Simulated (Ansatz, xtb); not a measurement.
Two structures of AlFH3SiZn+

We compare I, a singlet given by its coordinates, with II, a singlet given by its coordinates. Both are isolated ions in the gas phase, relaxed with PBE-D3(BJ)/def2-SVP.

I (Å):

```tsv
atom	x (Å)	y (Å)	z (Å)
Al	-0.9693	3.0580	-0.5901
F	-1.9811	4.3485	-0.7915
Si	2.1103	-0.8760	0.0276
Zn	0.6502	0.9902	-0.2667
H	1.3006	-1.9249	0.7281
H	3.2542	-0.3764	0.8573
H	2.5308	-1.2915	-1.3497
```

Close contacts (Å): Al1–F2 1.65, Al1–Zn4 2.65, Si3–Zn4 2.39, Si3–H5 1.50, Si3–H6 1.50, Si3–H7 1.50.

II (Å):

```xyz
7

Al   -0.2877    0.5997   -0.1149
F    -0.8255    1.6552   -1.2850
Si   -1.1904   -1.3165    1.1384
Zn    2.1414    1.4993    0.2230
H    -1.0787   -0.9257    2.5817
H    -2.6015   -1.4821    0.6634
H    -0.2948   -2.4672    0.7886
```

Close contacts (Å): Al1–F2 1.67, Al1–Si3 2.46, Al1–Zn4 2.61, Si3–H5 1.50, Si3–H6 1.50, Si3–H7 1.50.

Problem. Estimate which is lower in electronic energy at CCSD(T)/def2-SVP + ΔMP2/def2-TZVPP, and by roughly how much.

Solution. Not settled: CCSD(T)/def2-SVP + ΔMP2/def2-TZVPP gives E(II) − E(I) = −2.7 kcal/mol, but this leans on the basis-set step: CCSD(T) alone gives −0.6 kcal/mol.

Level by level:

```
                             level             geometry  E(II) − E(I) (kcal/mol)  departure from the last row (kcal/mol)  job, with rough time for the two
               PBE-D3(BJ)/def2-SVP  PBE-D3(BJ)/def2-SVP                      −2.3                                    +0.4                optimisation, 74 s
                       HF/def2-SVP  PBE-D3(BJ)/def2-SVP                      −1.2                                    +1.5           part of the CCSD(T) run
                      MP2/def2-SVP  PBE-D3(BJ)/def2-SVP                      +1.3                                    +4.0           part of the CCSD(T) run
                  CCSD(T)/def2-SVP  PBE-D3(BJ)/def2-SVP                      −0.6                                    +2.1                      single point
CCSD(T)/def2-SVP + ΔMP2/def2-TZVPP  PBE-D3(BJ)/def2-SVP                      −2.7                                                       single point, 2 min
```

MP2/def2-SVP puts the two in the other order. The largest departure from CCSD(T)/def2-SVP + ΔMP2/def2-TZVPP is that of MP2/def2-SVP, 4.0 kcal/mol. Levels run at GFN2-xTB geometries aren't shown. The last row adds to CCSD(T) the change of the MP2 difference between the two basis sets, here −2.1 kcal/mol.

With harmonic frequencies from PBE-D3(BJ)/def2-SVP (ideal gas, rigid rotor, one conformer each, 600 K, 1 atm): on the last row, ΔE + ΔZPE = −2.5 kcal/mol. A mode under 50 cm⁻¹ makes harmonic enthalpies and free energies unreliable, so none is given.

The correlated steps freeze 16 core orbitals; the last core shell of Zn is correlated, in a basis made for valence electrons. Programs: Ansatz 0.2.0; the last row on 1 thread of Intel(R) Xeon(R) Processor @ 2.50GHz (Skylake/Cascade Lake) on a shared host.
